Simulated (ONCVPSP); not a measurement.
molybdenum, ONCV: configuration errors across variants

- Element: molybdenum (Mo)
- Generator: ONCVPSP 4.0.1
- Type: optimised norm-conserving Vanderbilt (ONCV)
- Functional: Wu-Cohen
- Relativity: scalar-relativistic
- Frozen core: [Ar] 3d10
- Valence charge: 14
- Reference configuration: 4s2 4p6 4d5 5s1
- Partial waves: 4s+5s: rc 1.90 bohr, ncon 4, nbas 9, qcut 8.4 1/bohr, 2 projectors; 4p: rc 1.75 bohr, ncon 3, nbas 8, qcut 8.5 1/bohr, 1 projector; 4d: rc 1.60 bohr, ncon 4, nbas 8, qcut 5.6 1/bohr, 1 projector
- Local potential: polynomial inside 1.50 bohr (lpopt 5, dvloc0 0 Ha)
- Core correction: Teter function, fcfact 4.75, rcfact 1.2

All-electron excitation energies from the reference (eV): (1) 4s2 4p6 4d5 5s0 6.890; (2) 4s2 4p6 4d4 5s0 22.341; (3) 4s2 4p6 4d3 5s0 49.068.

1 further variants failed, have other tests or too few solved ones, and are left out.

A true bound ghost makes a file unfit for plane-wave use even where its test errors are small: the radial tests pick states by their node count and pass the ghost by.

Errors AE − PS in meV (a dash: test not solved or not reliable):

```csv
change,(1),(2),(3),bound ghosts,GHOST(+) flags above zero
base,-2.0,-1.4,+4.8,d,d
"all radii but the core radius scaled by about 0.86 (s 1.62, p 1.50, d 1.38 bohr); local potential polynomial inside 1.28 bohr (lpopt 5, dvloc0 0 Ha)",-1.7,+0.1,+7.4,none,s
"all radii but the core radius scaled by about 0.90 (s 1.70, p 1.56, d 1.44 bohr); local potential polynomial inside 1.34 bohr (lpopt 5, dvloc0 0 Ha)",-1.8,-0.2,+6.8,none,s
"all radii but the core radius scaled by about 1.03 (s 1.96, p 1.80, d 1.66 bohr); local potential polynomial inside 1.54 bohr (lpopt 5, dvloc0 0 Ha)",-2.0,-1.5,+5.1,none,none
"all radii but the core radius scaled by about 1.06 (s 2.02, p 1.86, d 1.70 bohr); local potential polynomial inside 1.60 bohr (lpopt 5, dvloc0 0 Ha)",-2.1,-2.0,+4.0,none,none
"all radii but the core radius scaled by about 1.14 (s 2.18, p 2.00, d 1.82 bohr); local potential polynomial inside 1.72 bohr (lpopt 5, dvloc0 0 Ha)",-2.0,-1.1,+24,none,s
"all radii but the core radius scaled by about 1.21 (s 2.30, p 2.12, d 1.94 bohr); local potential polynomial inside 1.82 bohr (lpopt 5, dvloc0 0 Ha)",-1.8,-3.6,+7.4,none,none
"all radii but the core radius scaled by about 1.25 (s 2.38, p 2.18, d 2.00 bohr); local potential polynomial inside 1.88 bohr (lpopt 5, dvloc0 0 Ha)",-1.6,-4.3,+6.1,none,none
```

Question: Give the same row for: all radii but the core radius scaled by about 0.78 (s 1.48, p 1.38, d 1.26 bohr); local potential polynomial inside 1.18 bohr (lpopt 5, dvloc0 0 Ha).

Answer: -1.5, +0.8, +8.8; bound ghosts: none; GHOST(+) flags above zero: s.
